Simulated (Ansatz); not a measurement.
System: difluoro(dihydroxy)silane, sum formula H$_{2}$SiO$_{2}$F$_{2}$, net charge 0, singlet state. 
Structure (B3LYP-D3(BJ)/def2-TZVP (Ansatz, an electronic-structure program) minimum search):
```xyz
7

Si     0.0072     0.0148    -0.0066
F     -0.0197    -0.4533     1.5114
F     -0.7513    -1.1329    -0.8015
O     -0.7413     1.4279    -0.2216
O      1.5308     0.1965    -0.5054
H     -1.6947     1.4470    -0.3304
H      2.2165    -0.3734    -0.1501
```
Charge 0, spin multiplicity 1.

Property: vertical ionisation energy (to the doublet state of charge +1; each state is the SCF solution reached for its spin), in eV. Correlated levels leave the core frozen unless marked. Open shells are spin-unrestricted. No spin-orbit coupling. Non-relativistic. Basis-set limits of correlation are two-point, X^-3; Hartree-Fock from the larger set.

```csv
level,program,vertical ionisation energy (eV)
B3LYP/def2-TZVPD,Ansatz,12.64
CAM-B3LYP/def2-TZVPD,Ansatz,13.01
MP2/aug-cc-pV(Q+d)Z,Ansatz,13.77
"MP2/CBS(aug-cc-pV(T+d)Z,aug-cc-pV(Q+d)Z)",Ansatz,13.82
```

Problem. Estimate the value at CCSD(T)/CBS(aug-cc-pV(T+d)Z,aug-cc-pV(Q+d)Z) as computed with Ansatz.

Solution. 13.53 eV
